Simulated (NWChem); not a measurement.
System meant: CdHSeCl; SMILES [Cl][Cd][SeH]

Here is an NWChem input.

```
start job
memory heap 200 mb stack 900 mb global 1100 mb
geometry units angstroms noautoz
  Cd     0.340303    -0.251879    -0.007762
  Cl     0.403455    -2.542656     0.007163
  Se     0.286526     2.194066    -0.022073
  H     -1.185974     2.190613    -0.026774
end
basis spherical
  Cd library def2-svp
  Cl library def2-svp
  Se library def2-svp
  H library def2-svp
end
ecp
  Cd library def2-ecp
end
dft
  xc xpbe96 cpbe96
  iterations 4
  mulliken
end
task dft energy
```

End of the output:

```
    Atom       Charge   Shell Charges
 -----------   ------   -------------------------------------------------------
    1 Cd  20    19.91   0.01  1.03  0.93  0.65  0.34  5.65  0.71  0.49  8.63  1.47  0.00
    2 Cl  17    17.09   2.00  1.96  1.06  0.79  5.82  2.25  3.20  0.01
    3 Se  34    34.00   2.00  2.00  1.96  1.09  0.63  5.99  5.80  2.02  2.46  7.82  2.04  0.20
    4 H    1     0.99   0.59  0.33  0.07

 center of mass
 --------------
 x =   0.01564314 y =   0.07081485 z =   0.00000000

 moments of inertia (a.u.)
 ------------------
        2156.897496761651          -0.000000000000           0.000000000000
          -0.000000000000           7.700906430848           0.000000000000
           0.000000000000           0.000000000000        2164.598403192499

     Multipole analysis of the density
     ---------------------------------

     L   x y z        total         alpha         beta         nuclear
     -   - - -        -----         -----         ----         -------
     0   0 0 0     -0.000000    -36.000000    -36.000000     72.000000

     1   1 0 0     -0.173792      0.159367      0.159367     -0.492527
     1   0 1 0      0.654768    -12.029901    -12.029901     24.714569
     1   0 0 1      0.000000      0.000000      0.000000      0.000000

     2   2 0 0    -36.310617    -21.933401    -21.933401      7.556185
     2   1 1 0     -1.087993      2.183018      2.183018     -5.454030
     2   1 0 1      0.000000      0.000000      0.000000      0.000000
     2   0 2 0    -45.900298   -506.900921   -506.900921    967.901544
     2   0 1 1     -0.000000     -0.000000     -0.000000      0.000000
     2   0 0 2    -39.435383    -19.717692    -19.717692      0.000000

 ------------------------------------------------------------------------
 dft energy failed                                                                                  0
 ------------------------------------------------------------------------
 ------------------------------------------------------------------------
  current input line :
    23: task dft energy
 ------------------------------------------------------------------------
 ------------------------------------------------------------------------
 This type of error is most commonly associated with calculations not reaching convergence criteria
 ------------------------------------------------------------------------
 For more information see the NWChem manual at https://nwchemgit.github.io

0:dft energy failed:Received an Error in Communication
```

Question: Can this run be used? If not, why, and what is the fix?

Answer: The run did not converge; its last values are not results. Cause: the SCF was allowed too few iterations. This input runs:
```
start job
memory heap 200 mb stack 900 mb global 1100 mb
geometry units angstroms noautoz
  Cd     0.340303    -0.251879    -0.007762
  Cl     0.403455    -2.542656     0.007163
  Se     0.286526     2.194066    -0.022073
  H     -1.185974     2.190613    -0.026774
end
basis spherical
  * library def2-svp
end
ecp
  Cd library def2-ecp
end
dft
  xc xpbe96 cpbe96
  iterations 150
  mulliken
end
task dft energy
```
It converges to -3029.17718 Ha (PBE/def2-SVP with def2 effective core potentials on Cd).
